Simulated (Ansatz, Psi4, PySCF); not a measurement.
lithium fluoride (FLi), singlet, geometry from GFN2-xTB (such geometries of metal compounds can be far from the true shape), atoms displaced at random by about 0.08 Å a coordinate. Base run: HF/def2-TZVP, gradient in PySCF.

Input for PySCF:
```python
from pyscf import gto, scf

mol = gto.M(
    atom='''
Li    0.013690    0.078529   -1.157321
F    -0.090965   -0.088218    0.487156
''',
    basis='def2-tzvp',
    charge=0,
    spin=0,
    verbose=4,
)

mf = scf.RHF(mol)
mf.kernel()
g = mf.nuc_grad_method()
grad = g.kernel()
```

Programs used: Ansatz (a quantum-chemistry and plane-wave program), Psi4, PySCF; a row that names a program was run with it.

The coordinate followed is z of atom 2.

The base run was repeated with changes; each row names its change, and settings that it needs were set with it.

| change | dE/dx (Eh/bohr) | net force (Eh/bohr) |
|---|---|---|
| base | 0.025637 | 0.000000 |
| conv_tol = 1e-11 | 0.025637 | 0.000000 |
| conv_tol = 1e-4 | 0.025598 | 0.000000 |
| code = ansatz | 0.025636 | 0.000000 |
| conv_tol = 1e-6 | 0.025634 | 0.000000 |
| finite difference step (bohr) = 0.01; conv_tol = 1e-11 | 0.025632 | - |
| finite difference step (bohr) = 1e-4; conv_tol = 1e-11 | 0.025637 | - |
| code = psi4 | 0.025616 | 0.000000 |
| finite difference step (bohr) = 0.05; conv_tol = 1e-11 | 0.025518 | - |
| density fitting = on | 0.025616 | 0.000000 |
| density fitting = on; auxbasis_response = off | 0.025022 | 0.000204 |
| finite difference step (bohr) = 1e-3; conv_tol = 1e-11 | 0.025637 | - |

The net force is zero for an exact gradient.
